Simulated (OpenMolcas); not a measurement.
Ir2+: moving or changing the point charges

Ir2+ among 6 point charges of -1 e arranged as an octahedron (Oh), 2.13 Å from the ion.

- Program: OpenMolcas
- Method: SS-CASPT2, IPEA 0.25 Eh, imaginary shift 0.1 Eh (closed shells correlated: 5s 5p)
- Basis: ANO-RCC-VTZP [8s7p5d3f1g]
- Scalar Hamiltonian: DKH2, point nucleus
- Active space: 7 electrons in 5 orbitals (5d)
- State averaging: 2S+1 = 4 even, 10 roots; 2S+1 = 2 even, 40 roots
- Spin-orbit coupling: RASSI with atomic mean-field integrals over the reference wave functions

Runs around this geometry, states (labels of O, the rotations of Oh). Energies in cm-1 above the lowest state or level, χT in cm3 K/mol; under a threefold ground state the first gap can be a small split of the lowest multiplet, not the spin-orbit step.

```tsv
R (Å)	q (e)	Ground state	First state of that spin	First gap with spin-orbit (degeneracies)	χT at 300 K	First state of another spin
2.13	-0.5	4T1	4T2 2360	520 (2, 4)	4.179	2E 11320
1.95	-1	4T1	4T2 7980	940 (2, 4)	3.297	2E 6730
2.13	-1	4T1	4T2 5040	840 (2, 4)	3.564	2E 9200
2.31	-1	4T1	4T2 3630	720 (2, 4)	3.795	2E 10620
```

Taking the first state of the same spin as R^-n, n = -ln(3630 / 7980) / ln(2.31 / 1.95) = 4.6 between the shortest and longest distance.

Scaling the charges by -0.5 / -1 = 0.50 scales the first state of the same spin by 2360 / 5040 = 0.47; with fixed orbitals a first-order splitting would follow the charge.

Roots that are degenerate in the reference are averaged as groups; the widest CASPT2 spread within a group is 380 cm-1 (the 3-fold group of multiplicity 4 near 2360 cm-1 above the lowest state of its run, R = 2.13, q = -0.5). Shifts and gaps below about the spread of the groups concerned are not significant. An orbital triplet at a regular site is open to Jahn-Teller coupling, which can distort the site and quench the lowest spin-orbit gaps and is left out. Point charges give a weaker field than real ligands, and real ions of this kind are as a rule low spin; the high spin found here belongs to the model. Free-ion shares, where given, are those of the reference states; single-state CASPT2 does not remix them. This shell can be high or low spin here, a state of another spin lies low, and with metal d orbitals alone active their balance is uncertain, so the ground spin may be wrong (holds for R = 1.95, q = -1). Point charges carry no covalency, so the field is a model and not that of real ligands. No measured value stands beside these numbers.
